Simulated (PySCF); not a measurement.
Geometry:
```csv
atom,x (Å),y (Å),z (Å)
Si1,-2.364,-1.695,0.320
N2,-1.542,-0.172,0.089
Si3,-2.309,1.389,0.270
C4,-0.103,-0.290,-0.188
C5,0.799,-0.114,1.049
Si6,2.590,-0.008,0.454
N7,2.303,0.719,-1.109
Si8,0.627,0.818,-1.570
H9,-2.297,-2.528,-0.924
H10,-3.791,-1.430,0.663
H11,-1.722,-2.495,1.413
H12,-3.590,1.181,1.006
H13,-2.617,2.051,-1.038
H14,-1.428,2.318,1.045
H15,0.085,-1.307,-0.589
H16,0.555,0.839,1.550
H17,0.631,-0.916,1.787
H18,3.452,0.834,1.341
H19,3.241,-1.356,0.359
H20,3.055,1.024,-1.717
H21,0.070,2.208,-1.517
H22,0.357,0.281,-2.939
```

Geometry: PBE0-D3(BJ)/def2-SVP; GIAO absolute shieldings from PySCF 2.14.0 with density-fitted response routines, gas phase, non-relativistic, averaged over equivalent atoms.

At CAM-B3LYP/pcSseg-1 (234 basis functions, 88 s wall time on 1 thread of an Intel Xeon Platinum 8259CL, shared host):
```tsv
atoms	σ (ppm)
Si6	368.1
Si8	375.9
Si1/Si3	395.0
N7	258.5
N2	259.7
C4	139.5
C5	168.9
H21	26.31
H18	26.49
H19	26.59
H22	26.62
H9/H10/H11/H12/H13/H14	26.75
H15	28.74
H16	29.86
H17	29.98
H20	31.71
```

Q: What do these become at PBE0/pcSseg-1?

A: 
| atoms | σ at PBE0/pcSseg-1 | change |
| --- | --- | --- |
| Si6 | 374.1 | +6.0 |
| Si8 | 383.6 | +7.7 |
| Si1/Si3 | 400.6 | +5.6 |
| N7 | 258.4 | -0.1 |
| N2 | 259.6 | -0.1 |
| C4 | 140.4 | +0.9 |
| C5 | 170.9 | +2.0 |
| H21 | 26.09 | -0.22 |
| H18 | 26.29 | -0.20 |
| H19 | 26.37 | -0.22 |
| H22 | 26.43 | -0.19 |
| H9/H10/H11/H12/H13/H14 | 26.56 | -0.19 |
| H15 | 28.50 | -0.24 |
| H16 | 29.70 | -0.16 |
| H17 | 29.84 | -0.14 |
| H20 | 31.60 | -0.11 |

The largest change is at Si8 (silicon bonded to C, N, 2 H, in a 5-membered ring). Cost: 234 basis functions, 88 s wall time on 1 thread of an Intel Xeon Platinum 8259CL, shared host.
